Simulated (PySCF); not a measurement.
## CoCl3, singlet: computed properties

All numbers come from B3LYP in PySCF with Co def2-SVP, Cl def2-SVP; no relativity; density-fitted integrals.

The structure is a minimum.

```xyz
4
charge 0 multiplicity 1, angstrom
Co    0.0000    0.0000   -0.4299
Cl    1.9579    0.0000    0.2409
Cl   -0.9789    1.6956    0.2409
Cl   -0.9789   -1.6956    0.2409
```

```json
{
 "Point group": "C3v",
 "Bond lengths": "Co–Cl 2.070 Å (×3)",
 "Bond angles": "Cl–Co–Cl 110.0° (×3)",
 "Highest occupied level": "-8.21 eV",
 "Zero-point energy": "10.1 kJ/mol",
 "Atomisation energy without zero-point energy": "767 kJ/mol",
 "Rotational constants": "0.07731, 0.07731, 0.04192 cm⁻¹",
 "Lowest empty level": "-5.04 eV",
 "Entropy at 298.15 K and 1 bar": "331.8 J/(mol K)",
 "Heat capacity Cp at 298.15 K": "74.7 J/(mol K)",
 "Principal polarisabilities": "32.2, 68.4, 68.4 bohr³",
 "Rotational symmetry number": "3",
 "Principal quadrupole moments (Buckingham, traceless) about the centre of mass": "-1.89, -1.89, 3.79 D Å",
 "Enthalpy at 298.15 K above 0 K": "17.58 kJ/mol",
 "Dipole moment": "2.02 D"
}
```

Harmonic modes (masses in u: Co 58.933, Cl 34.969):
```
symmetry  ω (cm⁻¹)  IR (km/mol, summed over degenerate members)
       e       105                                          2.5
      a1       137                                          7.5
      a1       397                                         11.1
       e       473                                         96.7
```

In C3v the vibrations span 2e + 2a1.

Charges (e):
```csv
atom,Mulliken,Löwdin,polar tensor,Mayer order to Co1
Co1,0.44,0.00,1.13,–
"Cl2,3,4",-0.15,0.00,-0.38,1.24
```

Mulliken populations on Co1: s 6.51, p 12.59, d 7.46, f 0.00.

This need not be the most stable arrangement of these atoms. At this level a quintet minimum of D3h symmetry lies 158 kJ/mol below this structure. At the minimum of this search the closed-shell solution is unstable towards spin polarisation, so a lower open-shell solution exists.

The final relaxation and frequency run took roughly 90 core-seconds on a shared host.
